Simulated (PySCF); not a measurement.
Al(F)(NCO)(OMe) (C₂H₃AlFNO₂), SMILES C(=[N][Al]([O]C)[F])=O. Geometry: B3LYP-D3(BJ)/def2-SVP. The values are those of a single conformer.

Computed equilibrium geometry at B3LYP-D3(BJ)/def2-SVP (PySCF confirms it by a frequency run) as bond lengths and angles, and its point group (one conformer of several):
point group Cs.
Atoms: Al1 F2 N3 C4 O5 O6 C7 H8 H9 H10. Bonds (Å): Al1–F2 1.653, Al1–N3 1.762, Al1–O6 1.674, N3–C4 1.203, C4–O5 1.171, O6–C7 1.399, C7–H8 1.104, C7–H9 1.104, C7–H10 1.106. Bond angles (°): F2–Al1–N3 118.8, F2–Al1–O6 118.5, N3–Al1–O6 122.7, Al1–N3–C4 178.3, N3–C4–O5 179.6, Al1–O6–C7 140.3, O6–C7–H8 110.3, O6–C7–H9 110.3, O6–C7–H10 112.7, H8–C7–H9 107.6, H8–C7–H10 107.9, H9–C7–H10 107.9.
Charge 0, spin multiplicity 1.
